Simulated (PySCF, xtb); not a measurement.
Os(O)3(OH)2 (H2O5Os), SMILES [O]=[Os]([OH])(=[O])(=[O])[OH], multiplicity 1. The values are those of a single conformer.

Harmonic wavenumbers (cm⁻¹) from GFN2-xTB in xtb at its own minimum, in rising order: 59, 223, 243, 275, 284, 297, 356, 421, 429, 481, 484, 804, 839, 847, 852, 934, 3468, 3481.

Task: What does PBE-D3(BJ)/def2-SVP in PySCF 2.14.0 give at its own minimum? (The exact figures need the calculation; the answer reports its results.)

Result: 103, 243, 263, 293, 306, 320, 374, 498, 538, 613, 632, 896, 903, 934, 950, 952, 3646, 3650. Paired by order, the mean absolute difference is 74 cm⁻¹ and the zero-point energies are 21.1 and 23.0 kcal/mol.
